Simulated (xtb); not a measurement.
Here is a job for xtb.
```
$ xtb mol.xyz --gfn 1 --chrg 1 --uhf 1 --json

# file mol.xyz
5

Te    -0.00534842     0.01223355     0.48327654
Cl     1.16596908    -1.49075955    -0.82644836
Cl     1.90421897     1.50336856     0.12041395
Cl    -1.14657041     1.44638856    -0.92639152
Cl    -1.90725777    -1.49641785     0.15416827
```

**Question.** What does this run give for the total energy, partial charges in atom order?

**Answer.** 
```json
{
  "total_energy": "-20.2897 Eh",
  "partial_charges_in_atom_order": "Te1 0.39, Cl2 0.16, Cl3 0.14, Cl4 0.16, Cl5 0.14"
}
```
